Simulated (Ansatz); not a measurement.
Cartesian coordinates (Å):
SMILES: [SiH3]c1ccc(Cl)c2ccsc12
```xyz
18

Si     2.8690     0.4385    -0.2282
C      1.1287    -0.2412    -0.0375
C      0.9073    -1.5821     0.2805
C     -0.3828    -2.1141     0.4284
C     -1.4913    -1.3020     0.2582
Cl    -3.0827    -1.9565     0.4403
C     -1.3363     0.0593    -0.0634
C     -2.3287     1.0703    -0.2823
C     -1.7758     2.2779    -0.5751
S     -0.0454     2.2514    -0.6002
C     -0.0179     0.5570    -0.2038
H      3.1109     1.5426     0.7500
H      3.8364    -0.6717     0.0144
H      3.0684     0.9916    -1.6025
H      1.7613    -2.2500     0.4215
H     -0.5235    -3.1668     0.6775
H     -3.4004     0.8844    -0.2194
H     -2.2973     3.2114    -0.7843
```
Charge 0, spin multiplicity 1.

The numbers are results of frozen-core CCSD(T)/cc-pVDZ // PBE0-D3(BJ)/def2-SVP run with Ansatz (a program for electronic structure), not measurements. The restricted HF reference is unstable towards unrestricted orbitals.

The HF energy is -1453.00107 Ha. The MP2 correlation energy is -1.41226 Ha.

Task: Estimate the CCSD correlation energy, the (T) correction, the total energy and the T1 diagnostic.

Result: 
CCSD correlation energy: -1.47415 Ha
(T) correction: -0.06708 Ha
CCSD(T) total energy: -1454.54230 Ha
T1 diagnostic: 0.012
